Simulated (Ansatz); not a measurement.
`C#CBCO` + NH₃ → `C#CBN` + CH₃OH at 700 K and 1 bar (ligand exchange at a B–C bond).

Computed with Ansatz on PBE0-D4/def2-TZVP structures; ΔE is electronic, products minus reactants. CBS: MP2 limit from def2 TZ/QZ plus the TZ coupled-cluster correction, frozen cores. This one scheme is used for every species. Each species was taken in one conformer, which may not be the lowest.

```csv
species,CCSD(T)/CBS energy (Eh),H − E (kJ/mol),S (J/(mol·K))
`C#CBCO`,-217.05678,263.0,433.3
NH₃,-56.50880,116.9,226.5
`C#CBN`,-157.99831,212.5,369.1
CH₃OH,-115.61712,170.8,288.5
```

H − E and S are ideal-gas, rigid-rotor, harmonic terms from PBE0-D4/def2-TZVP, for one conformer and one mirror image of each species. 1 Eh = 2625.50 kJ/mol, R = 8.31446 J/(mol·K).

Task: By hand: ΔE, ΔH, ΔS and ΔG.

Result: ΔE = (-157.99831) + (-115.61712) − (-217.05678) − (-56.50880) = -0.04985 Eh = -130.9 kJ/mol. Δ(H − E) = 212.5 + 170.8 − 263.0 − 116.9 = 3.4, so ΔH = -127.5 kJ/mol. ΔS = 369.1 + 288.5 − 433.3 − 226.5 = -2.2 J/(mol·K). ΔG = -127.5 − 700 × (-2.2)/1000 = -126.0 kJ/mol.

Task: By hand: the equilibrium constant, and the temperature at which ΔG would vanish if ΔH and ΔS stayed fixed.

Result: log₁₀ K = −ΔG/(RT ln 10) = 9.4. ΔG = 0 at ΔH/ΔS = 57955 K, far beyond where these terms or the molecules hold.

The number of gas molecules stays the same, so ΔS is small and ΔH decides. A doubt of 5 kJ/mol in ΔE shifts log₁₀ K by 0.4 here. Other conformers and mirror images would add mixing entropy, several J/(mol·K) or more a flexible species. These are equilibria of isolated gas molecules and say nothing of rates. Largest T1 diagnostic: 0.014 (customary marks: 0.02 for closed shells, 0.045 for open ones).
